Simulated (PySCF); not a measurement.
# Assigning NMR signals

Molfile (atoms numbered from 1):
```
C8H7N
     RDKit          3D

 16 16  0  0  0  0  0  0  0  0999 V2000
    3.3443   -0.2054    1.6442 N   0  0  0  0  0  0  0  0  0  0  0  0
    2.7155   -0.2657    0.6840 C   0  0  0  0  0  0  0  0  0  0  0  0
    1.9124   -0.3400   -0.5296 C   0  0  0  0  0  0  0  0  0  0  0  0
    0.4452   -0.1003   -0.2633 C   0  0  0  0  0  0  0  0  0  0  0  0
   -0.4019   -1.1669    0.0079 C   0  0  0  0  0  0  0  0  0  0  0  0
   -1.7461   -0.9467    0.2658 C   0  0  0  0  0  0  0  0  0  0  0  0
   -2.2529    0.3440    0.2553 C   0  0  0  0  0  0  0  0  0  0  0  0
   -1.4110    1.4128   -0.0140 C   0  0  0  0  0  0  0  0  0  0  0  0
   -0.0674    1.1908   -0.2717 C   0  0  0  0  0  0  0  0  0  0  0  0
    2.0651   -1.3255   -0.9772 H   0  0  0  0  0  0  0  0  0  0  0  0
    2.3001    0.3970   -1.2379 H   0  0  0  0  0  0  0  0  0  0  0  0
   -0.0074   -2.1775    0.0192 H   0  0  0  0  0  0  0  0  0  0  0  0
   -2.3987   -1.7862    0.4749 H   0  0  0  0  0  0  0  0  0  0  0  0
   -3.3036    0.5170    0.4558 H   0  0  0  0  0  0  0  0  0  0  0  0
   -1.8013    2.4237   -0.0249 H   0  0  0  0  0  0  0  0  0  0  0  0
    0.5897    2.0289   -0.4785 H   0  0  0  0  0  0  0  0  0  0  0  0
  1  2  3  0
  2  3  1  0
  3  4  1  0
  4  5  2  0
  5  6  1  0
  6  7  2  0
  7  8  1  0
  8  9  2  0
  9  4  1  0
  3 10  1  0
  3 11  1  0
  5 12  1  0
  6 13  1  0
  7 14  1  0
  8 15  1  0
  9 16  1  0
M  END
```

PySCF 2.14 calculation with shielding tensors at B97-2/pcSseg-2 (GIAO) and geometry from PBE0-D3(BJ)/def2-TZVP; in vacuum, averaged over atoms made equivalent by symmetry, fast rotation or ring inversion, one computed conformer, non-relativistic Hamiltonian.

δ = σ(ref) − σ, references computed at the same level: $^{13}$C and $^{1}$H against TMS.

(1) Assign these signals to the numbered atoms. $^{13}$C{$^{1}$H} NMR (computed): δ 139.4 (C), 136.2 (CH), 136.2 (CH), 135.0 (CH), 123.2 (C), 26.5 (CH2).

(2) Assign these signals to the numbered atoms. $^{1}$H NMR (400 MHz, computed): δ 7.68 (m, 2H), 7.62 (m, 1H), 7.56 (m, 2H), 3.49 (s, 2H).

Answers

(1) 
```tsv
δ (ppm)	atoms	environment	reason
139.4	C4	substituted aromatic carbon	–
136.2	C6/C8	aromatic CH	the aromatic region
136.2	C5/C9	aromatic CH	–
135.0	C7	aromatic CH	–
123.2	C2	nitrile carbon	this is the usual window of a C≡N carbon, which has no attached hydrogen
26.5	C3	sp3 CH2 on an aromatic ring	saturated and bonded to C and H only
```

C6/C8 and C5/C9; C5/C9 and C7 lie closer than the usual error of such a calculation, so a measured spectrum could show them in the other order.

(2) 
| δ (ppm) | atoms | environment | reason |
| --- | --- | --- | --- |
| 7.68 | H13/H15 | hydrogen on an aromatic CH | it sits in the deshielding region of the aromatic ring current |
| 7.62 | H14 | hydrogen on an aromatic CH | – |
| 7.56 | H12/H16 | hydrogen on an aromatic CH | – |
| 3.49 | H10/H11 | hydrogen on an sp3 CH2 on an aromatic ring | – |

H13/H15 and H14; H14 and H12/H16 lie closer than the usual error of such a calculation, so a measured spectrum could show them in the other order.

Shifts are as computed. Against solution values, carbons near 30 ppm lie about +3 ppm off and those near 130 ppm about +7 ppm. Of 1313 compounds with measured shifts, 239 miss one by over three times the rms of a fit or turn the order of signals round; such compounds aren't used in these exercises. Multiplicities follow the n + 1 count of equivalent neighbours, as no J values were calculated; m marks all less simple cases, F and P coupling included.
